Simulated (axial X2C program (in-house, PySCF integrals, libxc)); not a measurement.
## BeHf along the bond: PBE0, two-component

Computed with an axial X2C code built on PySCF integrals. Two-component (2c) means X2C with spin–orbit coupling and atomic mean-field two-electron Coulomb and Gaunt terms. Basis: Hf dyall-cv3z [13s14p9d7f4g], Be dyall-cv3z [8s8p3d1f] (cores contracted in-house); Gaussian nuclei, density fitting, unrestricted open shells. Masses: Hf 179.947 u, Be 9.012 u.

State: Ω = 1 (⟨Sz⟩ = 0.95, ⟨Lz⟩ = 0.05 at PBE0). Dipoles are positive if Be is the positive end.

Results along the bond:

| R (Å) | μ (D) | HOMO (eV) | LUMO (eV) |
| --- | --- | --- | --- |
| 2.151 | -1.350 | -4.64 | -2.39 |
| 2.249 | -1.186 | -4.70 | -2.38 |
| 2.324 | -1.062 | -4.74 | -2.36 |
| 2.398 | -0.943 | -4.77 | -2.35 |
| 2.472 | -0.835 | -4.80 | -2.33 |
| 2.558 | -0.727 | -4.82 | -2.30 |
| 2.645 | -0.655 | -4.83 | -2.26 |
| 2.756 | -0.615 | -4.77 | -2.20 |
| 2.892 | -0.618 | -4.69 | -2.15 |

Occupations by symmetry block were frozen at the best pattern of an incomplete PBE0 search. Density functionals use the spin component along the axis (collinear). PBE0 can misorder states that lie within some tenths of an eV, so this need not be the ground state of the molecule. The nearest other 2c determinant of the search, Ω = 2, lies 0.37 eV up at the distance of the search. With several unpaired electrons one determinant need not be a pure state. The bond is weak and the correlated curve of this state has no minimum in the scanned range, so this well may be an artefact of the functional. Open-shell Ω = 0 determinants with evenly filled partner blocks cannot be reached by this program, so the Ω shown need not be the lowest component. This is the Ω = 1 component of a π² triplet; the 0⁺ component is not one determinant and can lie lowest. The determinant is spin-polarised beyond a pure state at some levels (its spin-free form has ⟨S²⟩ too high), which makes Re and μ there less reliable.
